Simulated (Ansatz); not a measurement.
Ansatz (a first-principles code) input (CCSD(T)/cc-pVTZ):

Ansatz 0.2 input:
```yaml
crystal:
  periodic: [false, false, false]
  atoms:
    - {symbol: Si, position_ang: [-0.00530264, 0.19515623, -0.57467630]}
    - {symbol: Cl, position_ang: [0.08321521, 0.76947482, 1.43278793]}
    - {symbol: C, position_ang: [-1.62142751, -0.72223837, -0.84180217]}
    - {symbol: C, position_ang: [1.48144119, -0.89515018, -0.92915256]}
    - {symbol: H, position_ang: [-2.47758171, -0.09279844, -0.59951614]}
    - {symbol: H, position_ang: [-1.70763727, -1.04026526, -1.88294169]}
    - {symbol: H, position_ang: [-1.65439938, -1.60992473, -0.20329220]}
    - {symbol: H, position_ang: [1.47328244, -1.21752657, -1.97248934]}
    - {symbol: H, position_ang: [1.45141640, -1.78300076, -0.29072556]}
    - {symbol: H, position_ang: [2.41441578, -0.36541201, -0.73723319]}
basis:
  gaussian:
    orbitals: cc-pVTZ
magnetization: {spin_polarized: true, initial_magnetization: 1}
correlation: {method: ccsd_t, electrons: outside_noble_gas}
```

End of the output:

```
12 core orbitals not correlated
reference -22524.60882719 eV, -827.7641066709 hartree; 13, 12 occupied and 187, 188 virtual orbitals, 1193 factors
second order -17.56005705 eV of doubles, -0.00000000 eV of singles
coupled cluster: 4.63 GiB planned
cycle   1  -18.49032439 eV  change   -9.3e-1 eV  update   8.1e-2
cycle   2  -18.91000197 eV  change   -4.2e-1 eV  update   2.4e-2
cycle   3  -18.97468378 eV  change   -6.5e-2 eV  update   1.1e-2
cycle   4  -18.96997661 eV  change    4.7e-3 eV  update   3.6e-3
cycle   5  -18.96915286 eV  change    8.2e-4 eV  update   1.6e-3
cycle   6  -18.96924344 eV  change   -9.1e-5 eV  update   6.1e-4
cycle   7  -18.96931389 eV  change   -7.0e-5 eV  update   2.2e-4
cycle   8  -18.96938366 eV  change   -7.0e-5 eV  update   7.7e-5
cycle   9  -18.96938005 eV  change    3.6e-6 eV  update   2.9e-5
perturbative correction -0.75919089 eV, -0.0278997505 hartree
Total energy: -22544.33739812 eV, -828.4891182803 hartree
```

It need not be the lowest isomer of its formula.
